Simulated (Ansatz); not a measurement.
CH6OSSi2 (`O[SiH]1CS[SiH2]1`). The species carries charge 0 and has multiplicity 1. All single points use the PBE0-D4/def2-TZVP geometry. It is one conformer, not always the lowest.

```xyz
11

O    -1.085   -1.871   -0.219
Si   -0.855   -0.351    0.375
C     0.856   -0.140    1.157
S     1.789    0.441   -0.322
Si   -0.050    1.163   -1.206
H    -0.437   -2.186   -0.852
H    -2.023   -0.115    1.262
H     1.303   -1.064    1.529
H     0.899    0.612    1.948
H    -0.275    2.622   -1.005
H    -0.123    0.887   -2.667
```

(1) What is the dipole moment at ωB97M-V/def2-TZVPP? (Best estimate.)

(2) And with PBE, r2SCAN, B3LYP? (Estimate.)

(3) Give the Mulliken charges with ωB97M-V, r2SCAN, PBE in def2-TZVPP. (Estimate.)

## Answers

(1) Ansatz gave: 0.37 D, with components (-0.32, -0.11, 0.15) D in this frame, pointing from negative to positive charge.

(2) Ansatz gave: PBE 0.38 D, r2SCAN 0.40 D, B3LYP 0.35 D.

(3) The calculation gave: 
| atom | ωB97M-V | r2SCAN | PBE |
| --- | --- | --- | --- |
| O1 | -0.37 | -0.40 | -0.34 |
| Si2 | 0.38 | 0.46 | 0.37 |
| C3 | -0.33 | -0.17 | -0.20 |
| S4 | -0.18 | -0.24 | -0.20 |
| Si5 | 0.09 | 0.20 | 0.12 |
| H6 | 0.18 | 0.20 | 0.19 |
| H7 | -0.03 | -0.09 | -0.07 |
| H8 | 0.14 | 0.09 | 0.11 |
| H9 | 0.15 | 0.09 | 0.12 |
| H10 | -0.02 | -0.08 | -0.05 |
| H11 | -0.02 | -0.07 | -0.05 |

B3LYP here is the variant with VWN-RPA as its local correlation; programs differ in this.
